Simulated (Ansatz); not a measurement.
Reaction (redistribution): `B[SiH](F)Cl` + `C=C([SiH3])SC` → `BC(=C)SC` + `F[SiH]([SiH3])Cl`

Computed with Ansatz on PBE0-D4/def2-TZVP structures; ΔE is electronic, products minus reactants. CCSD(T)/CBS is the MP2 limit (def2-TZVPP, def2-QZVPP) plus CCSD(T) − MP2 in def2-TZVPP, frozen cores. Functionals use def2-TZVPP. B3LYP here is the variant with VWN-RPA as its local correlation; programs differ in this. Each species was taken in one conformer, which may not be the lowest.

`B[SiH](F)Cl`:

```xyz
7

B     0.355   -1.098    0.409
Si   -0.370    0.691   -0.106
F     0.044    1.864    0.893
Cl    0.598    0.991   -1.898
H    -0.154   -2.091   -0.016
H     1.350   -1.194    1.060
H    -1.823    0.837   -0.343
```

`C=C([SiH3])SC`:

```xyz
13

C     0.068   -0.636   -2.100
C    -0.003   -0.116   -0.870
Si    1.432   -0.348    0.307
S    -1.377    0.889   -0.446
C    -1.425    0.790    1.348
H     0.947   -1.182   -2.424
H    -0.734   -0.521   -2.824
H     2.502   -1.076   -0.421
H     1.033   -1.140    1.500
H     1.942    0.965    0.782
H    -1.612   -0.228    1.691
H    -0.514    1.180    1.803
H    -2.258    1.424    1.655
```

`BC(=C)SC`:

Cartesian coordinates in Å:
```
B -0.957 0.880 -0.599
C -0.589 -0.100 0.529
C -1.533 -0.332 1.463
S 0.953 -0.927 0.695
C 1.903 -0.375 -0.723
H -0.215 1.183 -1.484
H -2.053 1.356 -0.569
H -1.382 -1.002 2.306
H -2.493 0.164 1.391
H 1.431 -0.661 -1.663
H 2.864 -0.886 -0.641
H 2.072 0.701 -0.704
```

`F[SiH]([SiH3])Cl`:

Z-matrix (Å, degrees):
```
Si
Si 1 2.339
Cl 1 2.049 2 109.0
F 1 1.597 2 109.8 3 118.0
H 1 1.481 2 115.4 3 -120.7
H 2 1.486 1 108.3 3 61.6
H 2 1.485 1 109.2 3 -58.0
H 2 1.487 1 110.0 3 -178.7
```

(1) Is it downhill or uphill in electronic energy at CCSD(T)/CBS, and by how much? (An estimate is asked.)

(2) What do these levels give: PBE0-D4, ωB97M-V, B2PLYP, PBE0, B3LYP, MP2/def2-TZVPP, SCS-MP2/def2-TZVPP, CCSD/def2-TZVPP, HF/def2-QZVPP, MP2/def2-QZVPP, SCS-MP2/def2-QZVPP, MP2/CBS(def2)? (Best estimate.)

Largest T1 diagnostic among the species: 0.012.

## Answers

(1) Ansatz gave: Downhill: ΔE = -9.9 kcal/mol.

(2) Ansatz gave: PBE0-D4 -11.5, ωB97M-V -9.8, B2PLYP -10.8, PBE0 -11.9, B3LYP -11.6, MP2/def2-TZVPP -9.4, SCS-MP2/def2-TZVPP -9.1, CCSD/def2-TZVPP -9.4, HF/def2-QZVPP -9.3, MP2/def2-QZVPP -9.5, SCS-MP2/def2-QZVPP -9.2, MP2/CBS(def2) -9.5 kcal/mol.

From PBE to PBE0 (25 % exact exchange), in def2-TZVPP and without D4, ΔE moves by +0.8 kcal/mol. The D4 term adds +0.9 kcal/mol with B3LYP and +0.5 kcal/mol with PBE0; it sums over pairs of atoms, weighted by their polarisabilities, and B3LYP, whose exchange is more repulsive, gets the larger term.
